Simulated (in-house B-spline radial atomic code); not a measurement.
Radial electron density of Ca IX (Ca8+), [Ne] 3s2. Computed with an all-electron radial atomic-structure program (B-spline basis): scalar-relativistic (X2C) LC-wPBE, spin-polarised, spherical fractional occupations, exact exchange averaged over the configuration, Fermi nucleus of rms radius 3.4776 fm.

Columns: r (bohr), 4πr²n(r) (electrons per bohr), bar.

```
 0.00283   0.5706 #
 0.00337   0.7806 #
 0.00401    1.063 ##
 0.00477    1.439 ###
 0.00567    1.937 ####
 0.00675    2.597 #####
 0.00803    3.451 ######
 0.00955    4.543 ########
  0.0114    5.948 ###########
  0.0135    7.597 ##############
  0.0161     9.65 ##################
  0.0191    11.95 ######################
  0.0228    14.58 ###########################
  0.0271    17.24 ################################
  0.0322    19.77 ####################################
  0.0383    21.87 ########################################
  0.0456    23.22 ###########################################
  0.0542    23.51 ###########################################
  0.0645    22.64 #########################################
  0.0767    20.83 ######################################
  0.0912    18.62 ##################################
   0.109    16.83 ###############################
   0.129    16.38 ##############################
   0.154    17.65 ################################
   0.183    20.21 #####################################
   0.217    22.84 ##########################################
   0.259    24.04 ############################################
   0.308    22.52 #########################################
   0.366    18.36 ##################################
   0.435    12.86 ########################
   0.518     7.82 ##############
   0.616     4.66 #########
   0.733    3.366 ######
   0.871    2.975 #####
    1.04     2.47 #####
    1.23    1.647 ###
    1.47    0.776 #
    1.75   0.2585 
    2.08  0.05755 
    2.47 0.008077 
    2.94 0.0006333 
    3.49 2.663e-05
```

On this grid the curve has 2 maxima, near 0.0542, 0.259 bohr.

The 2p down radial function P(r) = rR(r), positive near the nucleus:

```json
{"r (bohr)": "0.00283", "P": "0.002268"}
{"r (bohr)": "0.00401", "P": "0.004377"}
{"r (bohr)": "0.00567", "P": "0.008415"}
{"r (bohr)": "0.00803", "P": "0.01618"}
{"r (bohr)": "0.0114", "P": "0.03104"}
{"r (bohr)": "0.0161", "P": "0.05835"}
{"r (bohr)": "0.0228", "P": "0.1084"}
{"r (bohr)": "0.0322", "P": "0.1957"}
{"r (bohr)": "0.0456", "P": "0.3428"}
{"r (bohr)": "0.0645", "P": "0.5709"}
{"r (bohr)": "0.0912", "P": "0.8887"}
{"r (bohr)": "0.129", "P": "1.263"}
{"r (bohr)": "0.183", "P": "1.593"}
{"r (bohr)": "0.259", "P": "1.7"}
{"r (bohr)": "0.366", "P": "1.458"}
{"r (bohr)": "0.518", "P": "0.9352"}
{"r (bohr)": "0.733", "P": "0.4048"}
{"r (bohr)": "1.04", "P": "0.1008"}
{"r (bohr)": "1.47", "P": "0.01188"}
```
